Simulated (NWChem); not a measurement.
System: ZnBr2; SMILES [Br][Zn][Br]

Excerpt of the output:

```
             Northwest Computational Chemistry Package (NWChem) 7.3.0
             --------------------------------------------------------

 C2V symmetry detected

                             Geometry "geometry" -> ""
                             -------------------------

 Output coordinates in angstroms (scale by  1.889725989 to convert to a.u.)

  No.       Tag          Charge          X              Y              Z
 ---- ---------------- ---------- -------------- -------------- --------------
    1 Zn                  30.0000     0.00000000     0.00000000     0.01013530
    2 Br                  35.0000     2.23717100     0.00000000    -0.00434370
    3 Br                  35.0000    -2.23717100     0.00000000    -0.00434370

 Effective nuclear repulsion energy (a.u.)     641.6004922015

      Symmetry information
      --------------------

 Group name             C2v
 Group number             16
 Group order               4
 No. of unique centers     2

  pbe96 is a nonlocal functional; adding pw91lda local functional.

                                 NWChem DFT Module
                                 -----------------

 Summary of "ao basis" -> "ao basis" (spherical)
 ------------------------------------------------------------------------------
       Tag                 Description            Shells   Functions and Types
 ---------------- ------------------------------  ------  ---------------------
 Zn                          3-21g                  11       27   5s4p2d
 Br                          3-21g                  10       22   5s4p1d

      Symmetry analysis of basis
      --------------------------

        a1         29
        a2          8
        b1         22
        b2         12

            General Information
            -------------------
          SCF calculation type: DFT
          Wavefunction type:  closed shell.
          No. of atoms     :     3
          No. of electrons :   100
           Alpha electrons :    50
            Beta electrons :    50
          Charge           :     0
          Spin multiplicity:     1
          Use of symmetry is: on ; symmetry adaption is: on
          Maximum number of iterations: 150
          AO basis - number of functions:    71
                     number of shells:    31
          Convergence on energy requested:  1.00D-06
          Convergence on density requested:  1.00D-05
          Convergence on gradient requested:  5.00D-04

              XC Information
              --------------
          PerdewBurkeErnzerhof Exchange Functional  1.000
            Perdew 1991 LDA Correlation Functional  1.000 local
           PerdewBurkeErnz. Correlation Functional  1.000 non-local

             Grid Information
             ----------------
          Grid used for XC integration:  medium
          Radial quadrature: Mura-Knowles
          Angular quadrature: Lebedev.
          Tag              B.-S. Rad. Rad. Pts. Rad. Cut. Ang. Pts.
          ---              ---------- --------- --------- ---------
          Zn                  1.35      112           8.0       590
          Br                  1.15      112          11.0       590
          Grid pruning is: on
          Number of quadrature shells:   224
          Spatial weights used:  Erf1

      Superposition of Atomic Density Guess
      -------------------------------------

 Sum of atomic energies:       -6889.03357190

      Non-variational initial energy
      ------------------------------

 Total energy =   -6889.456201
 1-e energy   =  -10899.220939
 2-e energy   =    3368.164245
 HOMO         =      -0.385452
 LUMO         =      -0.030114

      Symmetry analysis of molecular orbitals - initial
      -------------------------------------------------

 !! scf_movecs_sym_adapt:    2 vectors were symmetry contaminated

  Symmetry fudging
  Numbering of irreducible representations:

     1 a1          2 a2          3 b1          4 b2

  Orbital symmetries:

     1 b1          2 a1          3 a1          4 b1          5 a1
     6 a1          7 b1          8 b2          9 a1         10 b1
    11 a2         12 a1         13 b1         14 a1         15 b2
    16 a1         17 b1         18 a1         19 b1         20 b2
    21 a1         22 b1         23 a2         24 a1         25 b1
    26 a1         27 b2         28 b1         29 a1         30 b2
    31 a1         32 b1         33 a2         34 a1         35 b2
    36 b1         37 a2         38 a1         39 b1         40 a1
    41 b1         42 a2         43 b2         44 a1         45 a1
    46 b1         47 b2         48 a1         49 a2         50 b1
    51 a1         52 b2         53 a1         54 b1         55 a1
    56 b2         57 a1         58 b1         59 a1         60 b1

     ---------------------------------------------
      Total Density - Mulliken Population Analysis
     ---------------------------------------------

    Atom       Charge   Shell Charges
 -----------   ------   -------------------------------------------------------
    1 Zn  30    28.98   2.00  2.00  6.00  2.00  5.96  0.56  0.37  0.11  0.04  5.05  4.90
    2 Br  35    35.51   2.00  2.00  5.99  2.00  5.97  0.77  2.42  1.20  3.16 10.00
    3 Br  35    35.51   2.00  2.00  5.99  2.00  5.97  0.77  2.42  1.20  3.16 10.00

 !! scf_movecs_sym_adapt:    4 vectors were symmetry contaminated

  Symmetry fudging

[...]

                         DFT ENERGY GRADIENTS

    atom               coordinates                        gradient
                 x          y          z           x          y          z
   1 Zn      0.000000   0.000000   0.019153    0.000000   0.000000  -0.000300
   2 Br      4.227640   0.000000  -0.008208   -0.012380   0.000000   0.000150
   3 Br     -4.227640   0.000000  -0.008208    0.012380   0.000000   0.000150
```

Level: PBE/3-21G. Geometry: optimised at PBE-D3(BJ)/def2-SVP.

Question: Which NWChem input produces such a log?

Answer: Several could match; the one computed here: the input that was run:
```
start job
memory heap 200 mb stack 900 mb global 1100 mb
geometry units angstroms noautoz
  Zn     0.000000     0.000000     0.010410
  Br     2.237171     0.000000    -0.004069
  Br    -2.237171     0.000000    -0.004069
end
basis spherical
  * library 3-21g
end
dft
  xc xpbe96 cpbe96
  iterations 150
  mulliken
end
task dft gradient
```
